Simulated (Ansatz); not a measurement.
C3H10InN, SMILES `CC[N](C)[InH2]` at its PBE0-D4/def2-TZVP geometry, where that method's forces vanish. Total charge 0; spin multiplicity 1. In takes the def2 core potential.

```json
{"atom": "C1", "x (Å)": "1.442", "y (Å)": "1.213", "z (Å)": "0.469"}
{"atom": "C2", "x (Å)": "0.867", "y (Å)": "-0.180", "z (Å)": "0.577"}
{"atom": "N3", "x (Å)": "-0.385", "y (Å)": "-0.360", "z (Å)": "-0.114"}
{"atom": "C4", "x (Å)": "-0.877", "y (Å)": "-1.707", "z (Å)": "0.026"}
{"atom": "In5", "x (Å)": "-1.431", "y (Å)": "1.008", "z (Å)": "-1.178"}
{"atom": "H6", "x (Å)": "0.763", "y (Å)": "1.959", "z (Å)": "0.891"}
{"atom": "H7", "x (Å)": "1.637", "y (Å)": "1.486", "z (Å)": "-0.572"}
{"atom": "H8", "x (Å)": "2.386", "y (Å)": "1.275", "z (Å)": "1.014"}
{"atom": "H9", "x (Å)": "0.739", "y (Å)": "-0.434", "z (Å)": "1.643"}
{"atom": "H10", "x (Å)": "1.607", "y (Å)": "-0.903", "z (Å)": "0.193"}
{"atom": "H11", "x (Å)": "-1.826", "y (Å)": "-1.835", "z (Å)": "-0.501"}
{"atom": "H12", "x (Å)": "-1.043", "y (Å)": "-1.974", "z (Å)": "1.081"}
{"atom": "H13", "x (Å)": "-0.167", "y (Å)": "-2.445", "z (Å)": "-0.381"}
{"atom": "H14", "x (Å)": "-0.853", "y (Å)": "2.606", "z (Å)": "-1.345"}
{"atom": "H15", "x (Å)": "-2.860", "y (Å)": "0.291", "z (Å)": "-1.803"}
```

(1) For each bond, give half the difference of the two atoms' forces along it (eV/Å; positive pushes the atoms apart) under PBE-D4, r2SCAN-D4, B3LYP-D4, ωB97M-V in def2-TZVPP. (Estimate.)

## Answers

(1) Ansatz gave: 
```
   bond  length (Å)  PBE-D4  r2SCAN-D4  B3LYP-D4  ωB97M-V
  C1–C2       1.511   -0.04       0.06      0.15     0.17
  C1–H6       1.094    0.10      -0.03     -0.07    -0.07
  C1–H7       1.094    0.10      -0.03     -0.07    -0.07
  C1–H8       1.092    0.09      -0.04     -0.08    -0.07
  C2–N3       1.440    0.05       0.13      0.11     0.20
  C2–H9       1.104    0.12      -0.04     -0.11    -0.15
 C2–H10       1.104    0.12      -0.04     -0.11    -0.15
  N3–C4       1.441    0.06       0.17      0.16     0.28
 N3–In5       2.024    0.19       0.04      0.15    -0.16
 C4–H11       1.092    0.06      -0.07     -0.12    -0.09
 C4–H12       1.101    0.10      -0.04     -0.07    -0.11
 C4–H13       1.101    0.10      -0.04     -0.07    -0.11
In5–H14       1.708   -0.04      -0.08     -0.05    -0.04
In5–H15       1.717    0.01      -0.05     -0.03    -0.05
```

B3LYP here is the variant with VWN-RPA as its local correlation; programs differ in this.
